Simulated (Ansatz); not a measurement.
Correlation energies of `[AlH2][SnH2][SiH3]` by basis set

Z-matrix (Å, degrees):
```
Sn
Si 1 2.564
Al 1 2.660 2 114.4
H 1 1.715 2 107.8 3 -123.4
H 1 1.715 2 107.8 3 123.5
H 2 1.488 1 111.6 3 179.8
H 2 1.488 1 110.0 3 -59.7
H 2 1.488 1 110.0 3 59.4
H 3 1.588 1 120.5 2 179.2
H 3 1.588 1 120.4 2 -0.8
```

Total charge 0; spin multiplicity 1. Correlated methods include outer-core shells of Sn, which these sets cover unevenly. Sn takes the def2 core potential. All single points use the PBE0-D4/def2-TZVP geometry. Frozen core, restricted reference, Ansatz 0.2.0.

| basis | HF (Eh) | MP2 corr. | CCSD corr. | (T) | CCSD(T) total |
| --- | --- | --- | --- | --- | --- |
| def2-SVP | -748.07524 | ? | -0.34716 | -0.00889 | ? |
| def2-TZVPP | ? | ? | ? | -0.01716 | ? |
| def2-QZVPP | -748.28929 | -0.77619 | – | – | – |

(1) Fill in the withheld values. (Estimate.)

Results:

(1) The calculation gave: def2-SVP MP2 corr.: -0.28544; def2-SVP CCSD(T) total: -748.43129; def2-TZVPP HF (Eh): -748.27169; def2-TZVPP MP2 corr.: -0.54780; def2-TZVPP CCSD corr.: -0.59531; def2-TZVPP CCSD(T) total: -748.88416.
